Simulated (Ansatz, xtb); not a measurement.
# Relaxing a trial structure of AlCl2H6NSi2

The starting geometry of this gas-phase singlet was built from a drawn formula by distance geometry and a force field; its bonds are those of `[AlH2][NH][Si]([SiH3])(Cl)Cl`.

```json
{"atom": "Al", "x (Å)": "-0.8734", "y (Å)": "-2.2124", "z (Å)": "-0.2938"}
{"atom": "Cl", "x (Å)": "-2.1962", "y (Å)": "1.2496", "z (Å)": "0.0045"}
{"atom": "Cl", "x (Å)": "0.2866", "y (Å)": "0.3341", "z (Å)": "2.1584"}
{"atom": "N", "x (Å)": "0.2169", "y (Å)": "-0.7353", "z (Å)": "-0.8691"}
{"atom": "Si", "x (Å)": "-0.1916", "y (Å)": "0.7138", "z (Å)": "0.1451"}
{"atom": "Si", "x (Å)": "1.0529", "y (Å)": "2.4934", "z (Å)": "-0.5153"}
{"atom": "H", "x (Å)": "-2.4277", "y (Å)": "-2.1160", "z (Å)": "-0.3834"}
{"atom": "H", "x (Å)": "-0.1366", "y (Å)": "-3.5290", "z (Å)": "0.2058"}
{"atom": "H", "x (Å)": "1.2135", "y (Å)": "-0.9119", "z (Å)": "-0.6913"}
{"atom": "H", "x (Å)": "2.4811", "y (Å)": "2.0871", "z (Å)": "-0.4059"}
{"atom": "H", "x (Å)": "0.7922", "y (Å)": "3.6338", "z (Å)": "0.3104"}
{"atom": "H", "x (Å)": "0.7443", "y (Å)": "2.7448", "z (Å)": "-1.9205"}
```

Q: Where would you expect an optimisation with r2SCAN-D4/def2-SVP to take it?

A: It keeps its bonds, and is `[AlH2][NH][Si]([SiH3])(Cl)Cl`.

The energy falls by 0.57 eV over 47 steps:

| step | E − E(last) (eV) |
| --- | --- |
| 1 | 0.569 |
| 6 | 0.059 |
| 11 | 0.005 |
| 16 | 0.004 |
| 21 | 0.003 |
| 27 | 0.002 |
| 32 | 0.001 |
| 37 | 0.000 |
| 42 | 0.000 |
| 47 | 0.000 |

Final geometry (Å):

```xyz
12

Al   -0.8153   -2.1248   -0.7213
Cl   -2.1357    1.0723    0.5398
Cl    0.5808    1.0230    2.5631
N     0.1858   -0.9016    0.1569
Si   -0.0864    0.7382    0.6097
Si    0.9533    2.3594   -0.7092
H    -2.1959   -1.7094   -1.3617
H    -0.1614   -3.5644   -0.8206
H     1.0945   -1.2433    0.4798
H     2.4326    2.1435   -0.6832
H     0.6413    3.7237   -0.1907
H     0.4685    2.2354   -2.1178
```

From the same start GFN2-xTB ends elsewhere, differing in Al1–Cl2 (2.22 against 3.68 Å here).

No frequencies were run, so the end isn't proven a minimum. Run with Ansatz 0.2.0, 3.9 min on 2 threads of Arm Neoverse V2 (shared host).
